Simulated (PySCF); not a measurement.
## Spinor energies of Rh²⁶⁺ (rhodium, charge +26)

Start: [Ar] 3d1; 3d5/2 filled at m_j = +5/2. Calculated with PySCF 2.14 in an uncontracted even-tempered set (16 s from 3.7 bohr⁻², ratio 2.8; 12 p from 4.8 bohr⁻², ratio 2.8; 8 d from 4.8 bohr⁻², ratio 2.8; 3 f from 15 bohr⁻², ratio 3): generalised Hartree-Fock with the X2C-1e Hamiltonian and a Gaussian nucleus; one run each with spin-orbit coupling (SO) screened by Boettger's factors, then bare. This is a chosen level, not necessarily the ground level.

```json
{"spinor shell": "1s1/2", "electrons": "2", "ε, screened SO (eV)": "-24511.3", "ε, bare SO (eV)": "-24511.3", "weight of nominal j (bare SO)": "1.000", "rms radius, bare SO (bohr)": "0.0375"}
{"spinor shell": "2s1/2", "electrons": "2", "ε, screened SO (eV)": "-4612.2", "ε, bare SO (eV)": "-4612.2", "weight of nominal j (bare SO)": "1.000", "rms radius, bare SO (bohr)": "0.152"}
{"spinor shell": "2p1/2", "electrons": "2", "ε, screened SO (eV)": "-4351.5", "ε, bare SO (eV)": "-4356.6", "weight of nominal j (bare SO)": "1.000", "rms radius, bare SO (bohr)": "0.132"}
{"spinor shell": "2p3/2", "electrons": "4", "ε, screened SO (eV)": "-4205.1", "ε, bare SO (eV)": "-4203.0", "weight of nominal j (bare SO)": "1.000", "rms radius, bare SO (bohr)": "0.136"}
{"spinor shell": "3s1/2", "electrons": "2", "ε, screened SO (eV)": "-1613.8", "ε, bare SO (eV)": "-1613.8", "weight of nominal j (bare SO)": "1.000", "rms radius, bare SO (bohr)": "0.381"}
{"spinor shell": "3p1/2", "electrons": "2", "ε, screened SO (eV)": "-1508.7", "ε, bare SO (eV)": "-1509.8", "weight of nominal j (bare SO)": "0.994", "rms radius, bare SO (bohr)": "0.372"}
{"spinor shell": "3p3/2", "electrons": "4", "ε, screened SO (eV)": "-1478.3", "ε, bare SO (eV)": "-1477.8", "weight of nominal j (bare SO)": "0.997", "rms radius, bare SO (bohr)": "0.380"}
{"spinor shell": "3d5/2", "electrons": "1", "ε, screened SO (eV)": "-1339.5", "ε, bare SO (eV)": "-1338.7", "weight of nominal j (bare SO)": "1.000", "rms radius, bare SO (bohr)": "0.338"}
```

| quantity | screened SO | bare SO |
| --- | --- | --- |
| E (hartree) | -4341.52824 | -4341.57365 |
| M_J | 5/2 | 5/2 |
| ⟨J²⟩ | 8.752 | 8.752 |
| ⟨L²⟩ | 6.008 | 6.009 |
| ⟨S²⟩ | 0.757 | 0.757 |

Each row is a mean over spinors that exchange with the open shell spreads, by up to 15.847 eV (3p3/2).

Breit and QED terms are absent; they matter most for the inner s and p1/2 levels.

Densities and radii are taken from the X2C orbitals without a picture-change correction, which distorts them close to the nucleus.
